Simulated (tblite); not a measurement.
Species: C₇H₆FS (doublet state).
Bonds: C1–S2, S2–C3, C3–C4 (aromatic), C4–C5 (aromatic), C5–C6 (aromatic), C6–C7 (aromatic), C7–C8 (aromatic), C8–F9, C3–C8 (aromatic). Hydrogens: H10, H11, H12 on C1; H13 on C4; H14 on C6; H15 on C7.
Bond orders are those of one Lewis drawing.

Computed with GFN2-xTB (tblite), gas phase: L-BFGS steps from a force-field or distance-geometry start until the largest atomic force falls under 0.01 eV/Å.

Step 0: E = -704.7680 eV
```
atom  x, y, z in Å  |  force x, y, z in eV/Å
C1      2.7288   -0.1903   -0.1926   -0.124  -0.372   0.251
S2      1.6571    1.0902   -0.9420   -0.051  -0.347   0.334
C3      0.0545    0.5956   -0.3380   -0.359   0.481  -0.069
C4     -0.8449    1.6300    0.0050   -1.375  -0.317   0.700
C5     -2.1296    1.3224    0.4796    1.856  -1.279  -0.850
C6     -2.5525    0.0001    0.5720    0.154   0.899  -0.003
C7     -1.6805   -1.0244    0.2078    0.317   0.378   0.075
C8     -0.3922   -0.7203   -0.2413   -0.720   0.177   0.204
F9      0.3971   -1.7503   -0.6031    0.028  -0.086  -0.045
H10     3.7568    0.1414   -0.2487    0.040   0.234  -0.106
H11     2.6322   -1.1321   -0.7385   -0.016   0.228   0.081
H12     2.4668   -0.3445    0.8633   -0.039   0.150  -0.395
H13    -0.5537    2.6677   -0.0497    0.222  -0.117  -0.093
H14    -3.5454   -0.2216    0.9276   -0.031  -0.116  -0.029
H15    -1.9988   -2.0561    0.2765    0.098   0.087  -0.055
```

Step 1: E = -704.8562 eV
```
atom  x, y, z in Å  |  force x, y, z in eV/Å
C1      2.7270   -0.1956   -0.1890    0.084  -0.108   0.041
S2      1.6564    1.0853   -0.9373   -0.128  -0.255   0.309
C3      0.0494    0.6025   -0.3389   -0.310   0.128  -0.036
C4     -0.8646    1.6254    0.0150    0.522   0.304  -0.037
C5     -2.1031    1.3042    0.4675    0.207  -0.616  -0.185
C6     -2.5503    0.0130    0.5720   -0.051  -0.201   0.030
C7     -1.6760   -1.0190    0.2088   -0.311   0.128   0.251
C8     -0.4025   -0.7178   -0.2383    0.059   0.277  -0.069
F9      0.3975   -1.7516   -0.6037   -0.158   0.135   0.039
H10     3.7574    0.1448   -0.2502   -0.102   0.169  -0.084
H11     2.6319   -1.1288   -0.7373   -0.024   0.050   0.010
H12     2.4663   -0.3423    0.8577   -0.090   0.079  -0.110
H13    -0.5506    2.6661   -0.0511    0.046  -0.331  -0.032
H14    -3.5458   -0.2232    0.9272    0.129   0.016  -0.078
H15    -1.9974   -2.0548    0.2757    0.126   0.222  -0.049
```

Step 2: E = -704.8765 eV
```
atom  x, y, z in Å  |  force x, y, z in eV/Å
C1      2.7280   -0.1982   -0.1877    0.069  -0.021  -0.016
S2      1.6543    1.0805   -0.9316   -0.087  -0.158   0.226
C3      0.0437    0.6057   -0.3397   -0.051   0.026  -0.071
C4     -0.8600    1.6293    0.0162    0.325   0.042  -0.025
C5     -2.0952    1.2914    0.4625    0.117  -0.094  -0.113
C6     -2.5507    0.0122    0.5724   -0.130  -0.345   0.053
C7     -1.6800   -1.0161    0.2129    0.039  -0.006   0.083
C8     -0.4034   -0.7131   -0.2389   -0.145   0.110   0.006
F9      0.3951   -1.7497   -0.6033   -0.177   0.182   0.047
H10     3.7559    0.1480   -0.2517   -0.091   0.155  -0.075
H11     2.6315   -1.1275   -0.7370   -0.014  -0.035  -0.023
H12     2.4648   -0.3407    0.8550   -0.089   0.039   0.009
H13    -0.5493    2.6606   -0.0518    0.105  -0.048  -0.032
H14    -3.5439   -0.2233    0.9259    0.038   0.023  -0.041
H15    -1.9952   -2.0512    0.2748    0.090   0.131  -0.029
```

Step 3: E = -704.8867 eV
```
atom  x, y, z in Å  |  force x, y, z in eV/Å
C1      2.7297   -0.2002   -0.1873   -0.007  -0.012  -0.008
S2      1.6515    1.0745   -0.9239   -0.015  -0.032   0.103
C3      0.0399    0.6082   -0.3417    0.134  -0.132  -0.071
C4     -0.8531    1.6312    0.0172    0.088  -0.062  -0.003
C5     -2.0867    1.2826    0.4567   -0.097  -0.029  -0.009
C6     -2.5536    0.0054    0.5738    0.089  -0.009  -0.015
C7     -1.6800   -1.0145    0.2164    0.035  -0.104   0.038
C8     -0.4082   -0.7086   -0.2386   -0.053   0.053  -0.014
F9      0.3903   -1.7450   -0.6021   -0.145   0.156   0.031
H10     3.7534    0.1531   -0.2542   -0.045   0.145  -0.065
H11     2.6310   -1.1274   -0.7372    0.006  -0.076  -0.030
H12     2.4621   -0.3390    0.8536   -0.058   0.004   0.057
H13    -0.5461    2.6574   -0.0529    0.143   0.130  -0.026
H14    -3.5424   -0.2230    0.9245   -0.140  -0.016   0.026
H15    -1.9922   -2.0467    0.2738    0.065  -0.014  -0.013
```

Q: Estimate the geometry and energy of step 4. (The exact step hangs on the optimiser's Hessian estimate; all steps are aligned on step 3, rigid shifts and turns removed.)

A: E = -704.8902 eV, largest force 0.153 eV/Å
```
atom  x, y, z in Å  |  force x, y, z in eV/Å
C1      2.7301   -0.2013   -0.1871   -0.026  -0.027   0.009
S2      1.6503    1.0720   -0.9195    0.036   0.024   0.032
C3      0.0406    0.6070   -0.3435    0.102  -0.046  -0.026
C4     -0.8494    1.6309    0.0176   -0.030  -0.062   0.013
C5     -2.0853    1.2784    0.4545   -0.005   0.114  -0.025
C6     -2.5528    0.0035    0.5739   -0.025  -0.027   0.022
C7     -1.6798   -1.0156    0.2184    0.051  -0.048   0.013
C8     -0.4105   -0.7060   -0.2388   -0.062  -0.024   0.000
F9      0.3863   -1.7409   -0.6012   -0.073   0.069  -0.003
H10     3.7518    0.1572   -0.2561   -0.042   0.123  -0.055
H11     2.6309   -1.1286   -0.7378    0.018  -0.064  -0.016
H12     2.4603   -0.3383    0.8539   -0.031  -0.010   0.046
H13    -0.5426    2.6583   -0.0538    0.123   0.089  -0.015
H14    -3.5443   -0.2232    0.9244   -0.078  -0.004   0.006
H15    -1.9901   -2.0455    0.2731    0.042  -0.107  -0.002
```

The energy changes by -0.0035 eV. The first-order estimate −F·Δx gives -0.0051 eV and the mean of the old and new forces, exact on a quadratic surface, -0.0035 eV. The step makes an angle of 40° with the force vector and moves no atom by more than 0.006 Å.

What follows is the cost of the whole relaxation. Hardware: one thread, Arm Neoverse V2 (aarch64), no GPU, shared host with 96 logical CPUs at a one-minute load of 69. Cost: 0.21 s wall.
